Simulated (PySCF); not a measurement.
Correlation energy of O³⁺ (oxygen, charge +3)

[He] 2s2 2p1, 2P determinant. All numbers are calculated (PySCF 2.14, no relativity, point nucleus, in aug-cc-pVDZ (4s3p2d, 23 functions)). Frozen: 1s2; 3 electrons correlated.

MP2 pair energies summed by pair of shells (mhartree):

```json
{"pair": "2s-2s", "energy": "-33.83", "share (%)": "66.6"}
{"pair": "2s-2p", "energy": "-16.98", "share (%)": "33.4"}
```

Total MP2 correlation energy: -50.80 mhartree.

Same-spin part -2.33 and opposite-spin part -48.48 mhartree; SCS-MP2 scales them by 1/3 and 6/5 to -58.95 mhartree.

```csv
level,correlation energy (mhartree)
CCSD,-82.26
(T),-0.49
CCSD(T),-82.75
```

Diagnostics: T1 = 0.0053, D1 = 0.0102, largest double amplitude 0.138.

Q: Is a single reference adequate?

A: Mostly. T1 lies below 0.03, but a double amplitude of this size points to a near-degeneracy that CCSD handles and MP2 describes poorly.
